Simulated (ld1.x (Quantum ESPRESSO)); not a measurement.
## What the settings do to the RRKJ potential of N (Z = 7)

Base potential:

ld1.x (Quantum ESPRESSO) 7.5 input, shortened:

```
&input
   title='N', zed=7., rel=1, dft='PBE', iswitch=3,
   config='[He] 2s2 2p2.5 3d-2'
 /
 &inputp
   pseudotype=2, tm=.false., lloc=-1, rcloc=0.70,
   nlcc=.true., new_core_ps=.true., rcore=0.55
 /
3
2S  1  0   2.00   0.00  0.75  0.75  0.0
2P  2  1   2.50   0.00  1.10  1.10  0.0
3D  3  2  -2.00   0.30  1.15  1.15  0.0
 &test
   configts(1)='2s2 2p2.5'
 /
```

All-electron outer shells of the reference configuration (PBE, scalar-relativistic, ld1.x):

```
shell  level (eV)  outermost node (bohr)  outermost maximum (bohr)
   2s      -25.12                   0.32                      1.00
   2p      -13.44                      –                      0.94
```

Cutoffs, loose and tight: the cutoffs (Ry, on a coarse ladder) from which the occupation-weighted sum of valence levels, in a spherical-Bessel basis at the reference potential, stays within 10 and 1 mRy of its value at 400 Ry. They do not see the model core or the augmentation charge, which bear on the density cutoff. Test errors are all-electron minus pseudo excitation energies from the reference, over the configurations 2s2 2p3; 2s2 2p2; 2s2 2p1; 2s0 2p5; 2s2 2p3.3; 2s2 2p0; 2s1 2p0. A dash means not determined; rows that change the core or the reference have their own tests.

Cutoffs are not given where the Bessel-basis levels miss the radial ones by over 6 mRy, ghosts where they miss by over 20 mRy; a channel whose overlap is not positive is not tested.

A file whose overlap is not positive is unfit for use, and its test errors describe a broken file.

| change | outcome | cutoff, loose | cutoff, tight | bound ghosts | largest test error (meV) |
| --- | --- | --- | --- | --- | --- |
| base | generated | 90 Ry | 160 Ry | none | +489 |
| functional LDA (PZ) | generated | 90 Ry | 160 Ry | none | +360 |
| core correction none | generated | 90 Ry | 160 Ry | none | +701 |
| local potential all-electron potential smoothed inside 0.56 bohr (lloc = -1) | generated | 90 Ry | 160 Ry | none | +497 |
| all radii but the core radius scaled by about 1.41 (s 1.06, p 1.56, d 1.62 bohr); local potential all-electron potential smoothed inside 0.98 bohr (lloc = -1) | generated | 70 Ry | 90 Ry | none | +1354 |
| wave 2p (bound): rc 1.10 bohr becomes 2p (bound): rc 1.20 bohr | generated | 80 Ry | 160 Ry | none | +592 |
| wave 3d channel at 0.3 Ry: rc 1.15 bohr becomes 3d channel at -0.19 Ry: rc 1.15 bohr | generated | 90 Ry | 160 Ry | none | +489 |
| type PAW; waves now 2s (bound): rcut 0.65, rcutus 0.75 bohr; 2s channel at 3.5 Ry: rcut 0.65, rcutus 0.75 bohr; 2p (bound): rcut 0.95, rcutus 1.10 bohr; 2p channel at -0.25 Ry: rcut 0.95, rcutus 1.10 bohr; 3d channel at 0.3 Ry: rcut 1.00, rcutus 1.15 bohr; 3d channel at 0.65 Ry: rcut 1.00, rcutus 1.15 bohr; local potential all-electron potential smoothed inside 0.55 bohr (lloc = -2); augmentation PSQ, inside the norm-conserving radii | generated, overlap not positive | – | – | not determined (overlap not positive) | -26 |
| local potential the d channel | generated | 90 Ry | 160 Ry | none | +486 |
| wave 3d channel at 0.3 Ry: rc 1.15 bohr becomes 3d channel at 0.3 Ry: rc 0.76 bohr | generated | 90 Ry | 160 Ry | none | +489 |

Task: What comes out with this change to the base: reference 2s2 2p2?

Result: outcome: generated; cutoff, loose: 90 Ry; cutoff, tight: 160 Ry; bound ghosts: none; largest test error (meV): +431.
